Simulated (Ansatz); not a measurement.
Ansatz (a quantum-chemistry and plane-wave program) input:

Ansatz 0.2 input:
```yaml
crystal:
  periodic: [false, false, false]
  atoms:
    - {symbol: C, position_ang: [-1.93838682, 0.25398546, 0.26333237]}
    - {symbol: C, position_ang: [-1.66110414, -1.07042148, 0.30091808]}
    - {symbol: O, position_ang: [-0.32293312, -1.22988621, 0.11819833]}
    - {symbol: C, position_ang: [0.21942406, 0.02347536, -0.03286033]}
    - {symbol: C, position_ang: [-0.75698207, 0.98398203, 0.05114342]}
    - {symbol: C, position_ang: [1.65540178, 0.09017115, -0.24282927]}
    - {symbol: O, position_ang: [2.27124037, 1.12099362, -0.39143130]}
    - {symbol: H, position_ang: [-2.24377462, -1.96290403, 0.43667784]}
    - {symbol: H, position_ang: [-0.60609417, 2.04599895, -0.03255763]}
    - {symbol: H, position_ang: [2.15329394, -0.89910943, -0.25648202]}
basis:
  gaussian:
    orbitals: 6-31G*
magnetization: {spin_polarized: true, initial_magnetization: 1}
correlation: {method: ccsd_t, electrons: outside_noble_gas}
```

Problem. What final total energy does it print?

Solution. -341.71639 Eh (CCSD(T)/6-31G*).

It need not be the lowest isomer of its formula.

The determinant is spin-contaminated: <S^2> is 1.37 against 0.75 for a pure state.
